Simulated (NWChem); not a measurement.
## Correlation energy of ClSn

```
Sn
Cl 1 2.3941
```
Charge 0, spin multiplicity 2.

The numbers come from NWChem runs, not from measurements. Structure: optimised with UPBE0/def2-SVP with def2 effective core potentials on Sn, a minimum by its harmonic frequencies.

Basis set: def2-TZVP. Each correlation energy counts from its own Hartree-Fock reference.

Effective core potentials replace the inner electrons of Sn; spin-orbit coupling is left out. The correlated methods keep 9 core orbitals frozen. This spin state was chosen for the runs; another may lie lower. The structure started from a generated list of species. The unpaired electrons of the parent sit in orbitals of symmetry b2 (C2v labels of the run); other states weren't searched. No SCF solution was tested for a lower state. Open-shell Hartree-Fock references start from PBE0 orbitals. Coupled-cluster values serve here as a point of comparison, not as the truth.

Task: One of these methods gave a correlation energy of -464.9 mHa. Which?
(A) CCSD on ROHF
(B) SCS-UMP2
(C) CCSD[T] on ROHF
(D) UMP2

Result: D, UMP2. The others give -431.1 (SCS-UMP2), -479.7 (CCSD on ROHF), -497.3 (CCSD[T] on ROHF).
